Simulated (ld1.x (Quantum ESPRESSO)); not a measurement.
## Cr: one change to a TM potential, before and after

```json
{
  "Element": "chromium",
  "Generator": "ld1.x (Quantum ESPRESSO) 7.5",
  "Type": "norm-conserving Troullier–Martins (Kleinman–Bylander form)",
  "Functional": "PBEsol",
  "Relativity": "fully relativistic",
  "Frozen core": "[Ar]",
  "Valence charge": "6",
  "Reference configuration": "3d4 4s0 4p0 (charge +2)",
  "Partial waves": "4s (bound, empty): rc 2.50 bohr; 4p (bound, empty): rc 2.30 bohr; 3d (bound): rc 1.30 bohr",
  "Local potential": "the d channel",
  "Core correction": "Bessel-smoothed model core, default radius (core density twice the valence density)"
}
```

Open shells are filled in proportion to 2j + 1 (rel_dist='average').

All-electron outer shells of the reference configuration (PBEsol, scalar-relativistic, ld1.x):

| shell | level (eV) | outermost node (bohr) | outermost maximum (bohr) |
| --- | --- | --- | --- |
| 3p | -66.31 | 0.33 | 0.80 |
| 3d | -22.81 | – | 0.82 |
| 4s | -18.42 | 1.10 | 2.36 |
| 4p | -13.23 | 1.20 | 2.78 |

Change: all radii but the core radius scaled by about 0.90 (s 2.26, p 2.08, d 1.18 bohr).

Cutoffs: the cutoffs (Ry, on a coarse ladder) from which the occupation-weighted sum of valence levels, in a spherical-Bessel basis at the reference potential, stays within 10 and 1 mRy of its value at 400 Ry; they do not see the model core or the augmentation charge, which bear on the density cutoff. Errors are all-electron minus pseudo energies relative to the spin-unpolarised reference configuration.

Problem. What does the change do?

Solution. The potential gets harder (120 Ry and 140 Ry → 140 Ry and 160 Ry); both files keep a bound ghost (p, s); the errors of the 7 common tests hardly move. A smaller radius makes the pseudo-wave follow the all-electron one further in, where it bends more sharply, so more plane waves are needed.

```csv
quantity,base,changed
"cutoff, loose",120 Ry,140 Ry
"cutoff, tight",140 Ry,160 Ry
bound ghosts,"s, p1/2, p3/2","s, p1/2, p3/2"
"largest miss of a reference level, eV",0.06,0.06
"error for 3d5 4s1 4p0, meV [ΔE -22.89 eV]",-49,-43
"error for 3d5 4s0 4p0, meV [ΔE -16.01 eV]",-140,-136
"error for 3d3 4s0 4p0, meV [ΔE 30.70 eV]",-402,-403
"error for 3d5 4s0.5 4p0, meV [ΔE -20.18 eV]",-88,-83
"error for 3d4 4s1 4p0, meV [ΔE -14.88 eV]",-13,-13
"error for 3d2 4s0 4p0, meV [ΔE 79.02 eV]",-2124,-2170
"error for 3d5 4s0 4p1, meV [ΔE -19.74 eV]",-77,-79
```

Base: These tests converged, but a pseudo level misses the all-electron one widely, so the file describes the atom poorly there or has found another state: 3d2 4s0 4p0: empty 4s by 11.9 eV. Changed file: These tests converged, but a pseudo level misses the all-electron one widely, so the file describes the atom poorly there or has found another state: 3d2 4s0 4p0: empty 4p by 8.5 eV (a node warning on the way). A true bound ghost makes a file unfit for plane-wave use even where its test errors are small: the radial tests pick states by their node count and pass the ghost by.
